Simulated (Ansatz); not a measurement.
Computed with Ansatz on PBE0-D4/def2-TZVP structures; ΔE is electronic, products minus reactants. CCSD(T)/CBS is the MP2 limit (def2-TZVPP, def2-QZVPP) plus CCSD(T) − MP2 in def2-TZVPP, frozen cores. Functionals use def2-TZVPP. B3LYP here is the variant with VWN-RPA as its local correlation; programs differ in this. HSE06 is defined as in plane-wave codes. def2 core potentials past Kr. For Sn outer-core shells are correlated without core-valence functions, which leaves a few kJ/mol of doubt a bond. One conformer a species, not always the lowest.

`C[CH2][SnH]([F])[F]` + `CSS` → `CCSSC` + `[F][SnH2][F]`  (substitution at a C–Sn bond)

Is it downhill or uphill in electronic energy at CCSD(T)/CBS, and by how much? (An estimate is asked.)

Ansatz gave: Uphill: ΔE = +29.5 kJ/mol.

What do these levels give: LDA (SPW92), r2SCAN-D4, PBE0-D4, B3LYP-D4, HSE06-D4, r2SCAN0, CCSD/def2-SVP, HF/def2-TZVPP, SCS-MP2/def2-TZVPP, CCSD/def2-TZVPP, CCSD(T)/def2-TZVPP, CCSD/CBS(def2)? (Best estimate.)

Computed: LDA (SPW92) 16.8, r2SCAN-D4 23.1, PBE0-D4 22.0, B3LYP-D4 23.9, HSE06-D4 22.2, r2SCAN0 23.9, CCSD/def2-SVP 22.5, HF/def2-TZVPP 24.8, SCS-MP2/def2-TZVPP 27.2, CCSD/def2-TZVPP 29.6, CCSD(T)/def2-TZVPP 27.9, CCSD/CBS(def2) 31.2 kJ/mol.

What do rigid-rotor, harmonic-oscillator terms from PBE0-D4/def2-TZVP frequencies (298.15 K, 1 bar) make of the CCSD(T)/CBS value? (An estimate is asked.)

Computed: ΔZPE = -0.9 kJ/mol, ΔH = +27.3 kJ/mol, ΔS = -18 J/(mol·K), ΔG = +32.6 kJ/mol. Modes under 50 cm⁻¹ make the entropy rough.

Largest T1 diagnostic among the species: 0.014.

Leaving LDA and LC-ωPBE aside and taking each functional with its dispersion term where it has one, the values, not all of them listed here, spread over 11.3 kJ/mol, from B97M-V to B2PLYP. LDA lies −7.8 kJ/mol from PBE without D4. At CCSD(T), def2-SVP lies −9.1 kJ/mol from the extrapolated value and def2-TZVPP −1.6 kJ/mol.
